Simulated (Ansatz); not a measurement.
Ge3H14Si3 (`[SiH3][GeH2][SiH2][GeH2][SiH2][GeH3]`) at its PBE0-D4/def2-TZVP geometry, where that method's forces vanish. The species carries charge 0 and has multiplicity 1.

```tsv
atom	x (Å)	y (Å)	z (Å)
Si1	0.2457	-2.3424	-1.3965
Ge2	1.6034	-1.8417	0.4936
Si3	0.5370	-0.4195	2.0804
Ge4	0.6807	1.8574	1.4005
Si5	-0.1199	2.0897	-0.8282
Ge6	-2.2841	1.1143	-0.9894
H7	-0.0409	-1.1143	-2.1830
H8	-1.0411	-2.9369	-0.9490
H9	0.9469	-3.3158	-2.2759
H10	1.9844	-3.1706	1.1770
H11	2.9133	-1.1788	0.0227
H12	-0.8955	-0.8067	2.2036
H13	1.1789	-0.5912	3.4135
H14	-0.1584	2.7413	2.3439
H15	2.1461	2.3247	1.4919
H16	-0.1837	3.5238	-1.2234
H17	0.8171	1.3926	-1.7509
H18	-3.2950	1.9560	-0.1915
H19	-2.7628	1.0217	-2.4477
H20	-2.2720	-0.3033	-0.3915
```

Task: For each bond, give half the difference of the two atoms' forces along it (eV/Å; positive pushes the atoms apart) under PBE-D4, r2SCAN-D4, B3LYP-D4, ωB97M-V in def2-TZVPP. (Estimate.)

Result: Computed: 
| bond | length (Å) | PBE-D4 | r2SCAN-D4 | B3LYP-D4 | ωB97M-V |
| --- | --- | --- | --- | --- | --- |
| Si1–H7 | 1.486 | 0.08 | -0.01 | -0.09 | -0.08 |
| Si1–H8 | 1.486 | 0.09 | -0.01 | -0.08 | -0.10 |
| Si1–H9 | 1.487 | 0.09 | -0.02 | -0.08 | -0.12 |
| Ge2–Si3 | 2.383 | -0.04 | 0.01 | 0.09 | 0.04 |
| Ge2–H10 | 1.542 | 0.10 | -0.03 | -0.02 | -0.07 |
| Si3–Ge4 | 2.381 | -0.04 | 0.00 | 0.09 | 0.04 |
| Si3–H12 | 1.489 | 0.10 | 0.00 | -0.11 | -0.10 |
| Ge4–Si5 | 2.380 | -0.04 | 0.00 | 0.09 | 0.04 |
| Ge4–H14 | 1.541 | 0.10 | -0.03 | -0.02 | -0.06 |
| Si5–Ge6 | 2.379 | -0.06 | 0.00 | 0.11 | 0.04 |
| Si5–H17 | 1.488 | 0.10 | 0.00 | -0.11 | -0.10 |
| Ge6–H18 | 1.539 | 0.09 | -0.04 | 0.00 | -0.06 |
| Ge6–H19 | 1.538 | 0.09 | -0.04 | -0.01 | -0.07 |
| Ge6–H20 | 1.539 | 0.09 | -0.03 | -0.02 | -0.03 |

B3LYP here is the variant with VWN-RPA as its local correlation; programs differ in this.
